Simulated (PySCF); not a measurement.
**Computed properties of B(Br)2(Me) (CH3BBr2), SMILES CB(Br)Br**

B(Br)2(Me) (CH₃BBr₂), SMILES CB(Br)Br. The structure is a stationary point at B3LYP-D3(BJ)/def2-SVP. Other conformers were not sampled. All values are computed for the isolated molecule unless a solvent is named; none is compared with measurement here.

**Structure.** The optimised structure has Cs symmetry. All 15 harmonic modes at B3LYP-D3(BJ)/def2-SVP (PySCF) are real, so it is a minimum. With heavy atoms numbered as in [B:1]([Br:2])([Br:3])[CH3:4], the shortest bond between them is B1–C4 at 1.558 Å and the longest B1–Br3 at 1.923 Å.

**Vibrations.** The strongest infrared lines (harmonic, unscaled, degenerate partners summed) lie at 983 cm⁻¹ (215 km/mol, H 44 %, B 39 %, C 16 %), 708 cm⁻¹ (140 km/mol, B 53 %, H 33 %), 1076 cm⁻¹ (98 km/mol, B 63 %, H 23 %, C 13 %). The softest mode is at 50 cm⁻¹ and the zero-point energy is 26.1 kcal/mol.

**Electronic structure.** M06-2X/def2-TZVP (PySCF) places the frontier levels at -9.44 and -0.75 eV, a gap of 8.69 eV, and gives a dipole moment of 1.48 D and a mean polarisability of 64.9 bohr³. PBE/def2-TZVP (PySCF) at the same geometry gives -6.94 and -2.48 eV, so its gap is 4.23 eV narrower. An orbital gap is neither the optical nor the fundamental gap.

**Excitations.** TDA-M06-2X/def2-SVPD (PySCF) has S1 at 5.24 eV (237 nm, f = 0.000, dark); the most intense of the 10 singlets computed lies at 6.27 eV (f = 0.17). T1 (TDA) is at 5.13 eV, 0.11 eV under S1. TDA-PBE/def2-SVPD (PySCF) puts S1 at 4.47 eV. No vertical singlet excitation falls in the visible range (under 3.1 eV).

**NMR.** GIAO shifts at PBE0/pcSseg-1 (PySCF) (non-relativistic, atoms alike by connectivity averaged): ¹³C at 25.0 ppm against TMS; ¹H at 1.9 ppm against TMS; ¹¹B at 68.2 ppm against BF3. Without spin–orbit terms, shifts of atoms bonded to Cl or Br come out too high.
